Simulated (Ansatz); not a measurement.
BrSn, doublet, geometry from GFN2-xTB (such geometries of metal compounds can be far from the true shape) (the spin is typed, not shown lowest) (all electrons, no relativity); B3LYP5/STO-3G (Ansatz, a first-principles code).

Here is a job for Ansatz.
Ansatz 0.2 input:
```yaml
crystal:
  periodic: [false, false, false]
  atoms:
    - {symbol: Sn, position_ang: [-0.00000000, -0.00000000, -1.03953027]}
    - {symbol: Br, position_ang: [0.00000000, 0.00000000, 1.48504324]}
basis:
  gaussian:
    orbitals: STO-3G
hamiltonian:
  xc: b3lyp5
magnetization: {spin_polarized: true, initial_magnetization: 1}
accuracy: high
```

Output, abridged:

```
Functional definition: B3LYP5
704 factors; integrals over basis functions are off by at most 4.7e-9 eV
mean field evaluation 1: about -231594.0777 eV, gradient 5.4e0 eV
mean field evaluation 2: about -231593.2998 eV, gradient 1.1e1 eV
mean field evaluation 4: about -231594.6110 eV, gradient 2.8e-1 eV
mean field evaluation 8: about -231594.6132 eV, gradient 1.8e-3 eV
mean field evaluation 16: about -231594.6132 eV, gradient 2.9e-8 eV
mean field -231594.61315073 eV, -8510.9450528225 hartree, gradient 2.4e-8 eV, S^2 0.751278; 1 other end points of the search recorded, 0 dependent functions left out
reference -231594.61317616 eV, -8510.9450537570 hartree; 43, 42 occupied and 2, 3 virtual orbitals, 704 factors
Total energy: -231594.61317616 eV, -8510.9450537570 hartree
```
